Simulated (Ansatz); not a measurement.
One change: `[SnH3][C]1=[CH][AlH]1` becomes `BS[C]1=[CH][AlH]1`.

Ansatz, PBE0-D4/def2-TZVP geometries, multiplicity 1. Each molecule was computed in one conformer, which needn't be the lowest.

Elements past krypton have def2 core potentials.

| property | `[SnH3][C]1=[CH][AlH]1` |
| --- | --- |
| HOMO–LUMO gap (B3LYP/def2-TZVPP) / eV | 4.76 |
| zero-point energy (PBE0-D4/def2-TZVP) / kJ/mol | 123.1 |
| LUMO energy (ωB97M-V/def2-TZVPP) / eV | 0.66 |
| LUMO energy (B3LYP/def2-TZVPP) / eV | -1.14 |
| HOMO–LUMO gap (PBE/def2-TZVPP) / eV | 3.36 |
| HOMO energy (B3LYP/def2-TZVPP) / eV | -5.90 |

(1) Give the same properties after the change, and the shifts. (Best estimate.)

Answers

(1) Ansatz gave: 
```
                                      property  `BS[C]1=[CH][AlH]1`  shift
         HOMO–LUMO gap (B3LYP/def2-TZVPP) / eV                 4.98   0.22
zero-point energy (PBE0-D4/def2-TZVP) / kJ/mol                131.6    8.5
         LUMO energy (ωB97M-V/def2-TZVPP) / eV                 0.30  -0.36
           LUMO energy (B3LYP/def2-TZVPP) / eV                -1.63  -0.49
           HOMO–LUMO gap (PBE/def2-TZVPP) / eV                 3.37   0.01
           HOMO energy (B3LYP/def2-TZVPP) / eV                -6.61  -0.71
```

With PBE0 the HOMO falls by 0.73 eV and the LUMO falls by 0.52 eV, so the gap widens by about 0.21 eV. PBE moves the HOMO by -0.64 eV and ωB97M-V by -0.80 eV.

B3LYP here is the variant with VWN-RPA as its local correlation; programs differ in this.
